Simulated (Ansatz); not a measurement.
Bi₃⁺. The state is a quintet with charge 1. Geometry B3LYP-D4/def2-SVP; atoms count from 1.

```tsv
atom	x (Å)	y (Å)	z (Å)
Bi1	1.7375	-0.7143	0.3505
Bi2	-0.1544	1.6945	0.0801
Bi3	-1.5831	-0.9802	-0.4306
```

In the def2 sets Bi takes a core potential; there is no spin–orbit coupling. At PBE0-D4/def2-TZVP a singlet of charge 1 lies 2.24 eV below the quintet, each at its own geometry. The structure comes from a short search, and lower isomers may exist.

Question: Estimate the Mulliken populations from the PBE0/def2-TZVP orbitals of Ansatz.

Answer: 
```tsv
atom	charge (e)	spin (α − β)
Bi1	0.37	1.52
Bi2	0.26	0.97
Bi3	0.37	1.52
```
Mulliken values and Mayer orders depend strongly on the basis.

Question: Where does the spin sit?

Answer: Summed by element: Bi 4.00, of 4 unpaired in all. Largest on single atoms: Bi3 1.52, Bi1 1.52, Bi2 0.97.

Question: And the Mayer bond orders between bonded heavy atoms (over 0.3)?

Answer: Bi1–Bi2 0.99 (3.07 Å); Bi1–Bi3 0.66 (3.42 Å); Bi2–Bi3 0.99 (3.08 Å).
